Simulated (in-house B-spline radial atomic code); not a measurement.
Configurations of Pm+, with energies counted from [Xe] 4f5 6s1. Level of theory: scalar-relativistic (X2C) PBE0, spin-polarised, spherical fractional occupations, exact exchange averaged over the configuration, Fermi nucleus of rms radius 4.962 fm; calculated with an all-electron radial atomic-structure program (B-spline basis). Shells without spins written out take the highest spin.

Occupations are held fixed; configurations that lie above the ionisation limit could autoionise.

```json
{"configuration": "[Xe] 4f4 6s1 6p1", "E - E(ref) (eV)": "6.5539", "highest orbital": "6p up", "its <r> (bohr)": "4.426"}
{"configuration": "[Kr] 4d10 4f5 5s2 5p5 5d1 6s1", "E - E(ref) (eV)": "19.661", "highest orbital": "6s up", "its <r> (bohr)": "3.794"}
{"configuration": "[Kr] 4d10 4f5 5s2 5p5 6s1 7p1", "E - E(ref) (eV)": "28.134", "highest orbital": "7p up", "its <r> (bohr)": "9.02"}
{"configuration": "[Kr] 4d9 4f5 5s2 5p6 6s1 7d1", "E - E(ref) (eV)": "131.19", "highest orbital": "7d up", "its <r> (bohr)": "12.47"}
```

(1) Order these further configurations by energy, lowest first.
A. [Xe] 4f6
B. [Xe] 4f4 6s1 7p1
C. [Kr] 4d9 4f5 5s2 5p6 6s1 6d1
D. [Kr] 4d10 4f5 5s2 5p5 6s1 7d1

Answers

(1) A (2.3623 eV), B (11.453 eV), D (29.619 eV), C (129.15 eV).
